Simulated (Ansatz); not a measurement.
Cost and result for the atomization energy of `[NH2][Zn][AlH][Cl]` (7 atoms, 6 bonds).

Charge 0, multiplicity 1. For Zn the d shell is correlated and the shells below it are frozen. Scalar relativity is left out up to krypton. All single points use the PBE0-D4/def2-TZVP geometry. It is one conformer, not always the lowest. Program: Ansatz. All runs use 2 threads of an Arm Neoverse V2 on a shared host. Times are those of one run each, without the atoms' runs, and a repeat can differ threefold. Electronic energies, without spin–orbit coupling; frozen cores. CCSD(T)/CBS adds CCSD(T) − MP2 in def2-TZVPP to the MP2 limit, and its time is that of the two runs behind it. T1 = 0.015. With those shells the extrapolation isn't a true limit. HSE06 is the plane-wave form, built on full-range PBE exchange.

CCSD(T)/CBS is a level of theory with its own doubt, some kJ/mol a heavy atom from the limit and from the frozen cores, so smaller differences don't rank the functionals.

```json
{"level": "LDA (SPW92)/def2-TZVPP", "functions": "221", "wall time": "1.6 s"}
{"level": "BLYP-D4/def2-TZVPP", "functions": "221", "wall time": "2.5 s"}
{"level": "PBE-D4/def2-TZVPP (with forces)", "functions": "221", "wall time": "3.1 s"}
{"level": "CCSD(T)/def2-SVP", "functions": "96", "wall time": "3.8 s"}
{"level": "HSE06-D4/def2-TZVPP", "functions": "221", "wall time": "5 s"}
{"level": "CAM-B3LYP-D4/def2-TZVPP", "functions": "221", "wall time": "5.5 s"}
{"level": "B2PLYP/def2-TZVPP", "functions": "221", "wall time": "7 s"}
{"level": "r2SCANh-D4/def2-TZVPP", "functions": "221", "wall time": "8 s"}
{"level": "ωB97X-V/def2-TZVPP", "functions": "221", "wall time": "11 s"}
{"level": "B97M-V/def2-TZVPP", "functions": "221", "wall time": "12 s"}
{"level": "MP2/def2-QZVPP", "functions": "387", "wall time": "19 s"}
{"level": "CCSD(T)/def2-TZVPP", "functions": "221", "wall time": "120 s"}
{"level": "CCSD(T)/CBS(def2)", "functions": "–", "wall time": "2.3 min"}
```

(1) What atomization energy does each give, and how far from CCSD(T)/CBS? (An estimate is asked.)

Results:

(1) The calculation gave: 
```csv
level,atomization (kcal/mol),difference from CCSD(T)/CBS,per bond
LDA (SPW92)/def2-TZVPP,500.7,61.9,10.3
BLYP-D4/def2-TZVPP,430.5,-8.3,-1.4
PBE-D4/def2-TZVPP (with forces),442.0,3.2,0.5
CCSD(T)/def2-SVP,396.4,-42.4,-7.1
HSE06-D4/def2-TZVPP,435.0,-3.8,-0.6
CAM-B3LYP-D4/def2-TZVPP,437.4,-1.4,-0.2
B2PLYP/def2-TZVPP,429.7,-9.1,-1.5
r2SCANh-D4/def2-TZVPP,437.5,-1.3,-0.2
ωB97X-V/def2-TZVPP,443.5,4.7,0.8
B97M-V/def2-TZVPP,441.0,2.2,0.4
MP2/def2-QZVPP,443.1,4.3,0.7
CCSD(T)/def2-TZVPP,422.1,-16.7,-2.8
CCSD(T)/CBS(def2),438.8,0.0,0.0
```

From PBE to PBE0 (25 % exact exchange), in def2-TZVPP and without D4, the atomization energy moves by −6.9 kcal/mol: exact exchange takes away binding that semilocal exchange gives to molecules. The D4 term adds +4.8 kcal/mol with B3LYP and +2.5 kcal/mol with PBE0; it sums over pairs of atoms, weighted by their polarisabilities, and B3LYP, whose exchange is more repulsive, gets the larger term. At CCSD(T), def2-SVP lies −42.4 kcal/mol from the extrapolated value and def2-TZVPP −16.7 kcal/mol: correlation converges slowly with the basis, and small sets miss more of it in the bonded molecule than in its fragments.

B3LYP here is the variant with VWN-RPA as its local correlation; programs differ in this.
